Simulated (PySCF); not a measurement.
**MoHF, broken-symmetry Ms = 1: molecular constants**

All numbers come from UPBE0 in PySCF with Mo def2-TZVP with ECP28, H def2-TZVP, F def2-TZVP; scalar-relativistic core potentials, no spin–orbit coupling; density-fitted integrals.

The structure is a minimum.

Z-matrix (Å, degrees; charge 0 multiplicity 3):
```
Mo
H  1 1.6990
F  1 1.8552 2 115.89
```

- Point group: Cs
- Bond lengths: Mo–F 1.855 Å, Mo–H 1.699 Å
- Bond angles: F–Mo–H 115.9°
- Atomisation energy without zero-point energy: 607 kJ/mol
- Enthalpy at 298.15 K above 0 K: 10.89 kJ/mol
- Rotational symmetry number: 1
- Principal polarisabilities: 43.2, 46.9, 52.3 bohr³
- Rotational constants: 7.37, 0.3016, 0.2897 cm⁻¹
- Highest occupied level (β): -5.84 eV
- Spin squared ⟨S²⟩: 2.977
- Zero-point energy: 18.1 kJ/mol
- Dipole moment: 2.85 D
- Entropy at 298.15 K and 1 bar (electronic part: spin only): 267.6 J/(mol K)
- Principal quadrupole moments (Buckingham, traceless) about the centre of mass: -3.83, 1.32, 2.51 D Å
- Heat capacity Cp at 298.15 K: 42.6 J/(mol K)
- Lowest empty level (α): -2.58 eV

Harmonic modes (masses in u: Mo 97.905, H 1.008, F 18.998):
| ω (cm⁻¹) | IR (km/mol) | μ (u) | type |
| --- | --- | --- | --- |
| 477 | 48.3 | 1.08 | bend |
| 663 | 171 | 18.69 | stretch |
| 1886 | 218 | 1.02 | stretch |

Charges (e):
```csv
atom,Mulliken,Löwdin,polar tensor,spin (Mulliken),Mayer order to Mo1
Mo1,0.59,0.38,1.06,2.08,–
H2,-0.10,-0.09,-0.32,-0.09,0.98
F3,-0.49,-0.29,-0.74,0.01,0.87
```

Mulliken populations on Mo1 (electrons outside its core potential): s 2.69, p 6.21, d 4.49, f 0.02.

The determinant is spin-contaminated (⟨S²⟩ = 2.98, pure value 2.00). The spin densities have lower symmetry than the nuclear frame, so modes carry no symmetry labels. This need not be the most stable arrangement of these atoms. With open d or f shells other occupations or spin states may lie lower. At this level a quintet minimum of Cs symmetry lies 96 kJ/mol below this structure.

The final relaxation and frequency run took 57 s on 2 threads of a shared Arm Neoverse V1 host, with 77 basis functions and 15 gradients; the process peaked at 0.8 GiB.
